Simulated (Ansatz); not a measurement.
# Ligand exchange: SeH(CH3) + C2H10GeSi → SiH3(SeH) + C3H10Ge

Species: SeH(CH3), singlet; C2H10GeSi `C[CH2][GeH2][SiH3]`, singlet; SiH3(SeH), singlet; C3H10Ge `C[CH2][GeH2][CH3]`, singlet. The partners trade CH3 for SiH3: Se–CH3 and Ge–SiH3 bonds give way to Se–SiH3 and Ge–CH3.

Shapes, held fixed at every level: PBE0-D4/def2-TZVP. Flexible molecules stand in one conformer, not always the lowest. Programs: Ansatz 0.2.0. Electronic energies: no zero-point or thermal term.

Task: Estimate ΔE of this reaction.

Result: The highest level, CCSD(T)/def2-TZVPP, gives ΔE = -77.3 kJ/mol; the levels span -85.2 to -67.7. The column of differences is taken from that level and isn't an error. No measured value is set beside it here. Relativity is left out for Ge, Se unless named. Correlated rows may include outer-core shells of Ge, Se, which these sets cover unevenly.

```csv
level,kind,ΔE (kJ/mol),less CCSD(T)/def2-TZVPP
HF/def2-TZVPP,Hartree–Fock,-85.2,-7.9
PBE-D4/def2-TZVPP,GGA,-67.7,+9.6
B3LYP-D4/def2-TZVPP,global hybrid,-72.7,+4.6
PBE0-D4/def2-TZVPP,global hybrid,-73.0,+4.3
B2PLYP/def2-TZVPP,double hybrid,-77.9,-0.6
CCSD/def2-TZVPP,coupled cluster or CI,-78.5,-1.2
CCSD(T)/def2-TZVPP,coupled cluster or CI,-77.3,0.0
```
